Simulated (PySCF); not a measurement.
SMILES CSC[SiH2]c1ccco1 (C6H10OSSi), GFN2-xTB optimised geometry.

```
19

C     -0.17    -2.34     2.78
S      0.62    -2.87     1.24
C     -0.76    -2.71     0.07
Si    -1.59    -0.99    -0.02
C     -0.28     0.34     0.00
C      1.09     0.34     0.00
C      1.50     1.69     0.00
C      0.35     2.42     0.00
O     -0.73     1.62     0.00
H     -1.07    -2.91     2.94
H     -0.39    -1.27     2.73
H      0.54    -2.53     3.58
H     -0.33    -2.98    -0.89
H     -1.49    -3.48     0.33
H     -2.50    -0.82     1.12
H     -2.37    -0.96    -1.27
H      1.72    -0.53     0.01
H      2.50     2.07     0.00
H      0.17     3.48     0.00
```

Density from PySCF with PBE/def2-SVP at that geometry.

Minimum of the electron density along straight lines between bonded atoms, close to the bond critical point (lines longer than 1.1 times the sum of covalent radii, or with two minima, are not listed):

```csv
bond,length / Å,ρ at the minimum / e bohr⁻³,∇²ρ there / e bohr⁻⁵,position (fraction from the first atom)
C1–S2,1.812,0.180,-0.31,0.47
S2–C3,1.822,0.175,-0.28,0.54
C3–Si4,1.910,0.108,0.29,0.62
Si4–C5,1.869,0.114,?,0.39
C5–C6,1.371,0.318,-0.77,0.51
C6–C7,1.411,0.290,?,0.50
C7–C8,1.362,0.323,-0.80,0.48
C5–O9,1.359,0.278,?,0.33
C8–O9,1.339,0.294,0.02,0.33
C1–H10,1.086,0.276,-1.02,0.64
C1–H11,1.086,0.277,-1.03,0.64
C1–H12,1.085,0.276,-1.03,0.64
C3–H13,1.088,0.272,-0.98,0.64
C3–H14,1.090,0.272,-0.98,0.64
Si4–H15,1.470,0.116,0.30,0.49
Si4–H16,1.467,0.116,0.31,0.49
C6–H17,1.071,0.285,-1.11,0.65
C7–H18,1.071,0.283,-1.08,0.64
C8–H19,1.073,0.287,-1.13,0.65
```

**Question.** Complete the blanks.

**Answer.** 
- Si4–C5, ∇²ρ there / e bohr⁻⁵: 0.36
- C6–C7, ∇²ρ there / e bohr⁻⁵: -0.66
- C5–O9, ∇²ρ there / e bohr⁻⁵: 0.01
